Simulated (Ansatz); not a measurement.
Input file for Ansatz (a program for electronic structure): R-RI-MP2/def2-TZVPPD on C2H8OZn (a complex), monomers drawn apart or pushed together. Files ending in .json are basis or fitting sets from the Basis Set Exchange.

Ansatz 0.2 input:
```yaml
crystal:
  periodic: [false, false, false]
  atoms:
    - {symbol: C, position_ang: [-0.06174966, 2.08216548, -0.20756973]}
    - {symbol: Zn, position_ang: [-0.00395106, 0.05995802, 0.10670318]}
    - {symbol: C, position_ang: [0.09058461, -1.98210733, -0.02291947]}
    - {symbol: H, position_ang: [0.79905814, 2.57491311, 0.23806959]}
    - {symbol: H, position_ang: [-0.94628816, 2.52896537, 0.23991191]}
    - {symbol: H, position_ang: [-0.06990047, 2.35586169, -1.25860766]}
    - {symbol: H, position_ang: [-0.70567375, -2.45556856, 0.54698007]}
    - {symbol: H, position_ang: [1.03006607, -2.35965231, 0.37530943]}
    - {symbol: H, position_ang: [0.01090111, -2.35319772, -1.04096704]}
    - {symbol: O, position_ang: [-0.11891102, 0.23173395, 4.31628384]}
    - {symbol: H, position_ang: [-0.15423047, 1.02296561, 4.85841874]}
    - {symbol: H, position_ang: [-0.10863250, -0.53287388, 4.89605858]}
basis:
  gaussian:
    orbitals: def2-TZVPPD.json
    fitting: {mean_field: def2-universal-JKFIT, correlation: def2-TZVPPD-RIFIT.json}
magnetization: {spin_polarized: false}
correlation: {method: mp2, electrons: outside_noble_gas}
scf: {lower_state_search: off}
```

Output:

```
WARN ansatz: RAYON_NUM_THREADS=2 ignored (pool sized by the plan → 2); use --threads N
Functional definition: HF
these checks for a lower state are left out or cut short: stability, starts, cluster_reference, orbital_swaps, neighbouring_geometries, increment
integrals: 0.42 GiB planned
635 factors; integrals over basis functions are off by at most 9.6e-1 eV
mean field: 0.77 GiB planned
mean field evaluation 1: about -52597.7583 eV, gradient 4.8e1 eV
mean field evaluation 2: about -52601.1812 eV, gradient 2.8e1 eV
mean field evaluation 4: about -52602.4763 eV, gradient 2.9e0 eV
mean field evaluation 8: about -52602.4889 eV, gradient 2.1e-6 eV
mean field -52602.48886483 eV, -1933.1058105350 hartree, gradient 2.1e-6 eV, S^2 0.000000; 0 other end points of the search recorded, 0 dependent functions left out
12 core orbitals not correlated
816 factors; their error is unknown
reference -52602.48886483 eV, -1933.1058105350 hartree; 17, 17 occupied and 288, 288 virtual orbitals, 816 factors
second order -31.16836319 eV of doubles, -0.00000000 eV of singles
Total energy: -52633.65722802 eV, -1934.2512267555 hartree
Checks for a lower state left out: stability, starts, cluster_reference, orbital_swaps, neighbouring_geometries, increment
```

Self-consistency was reached.

Cost: about 4 core-seconds (a rough figure).
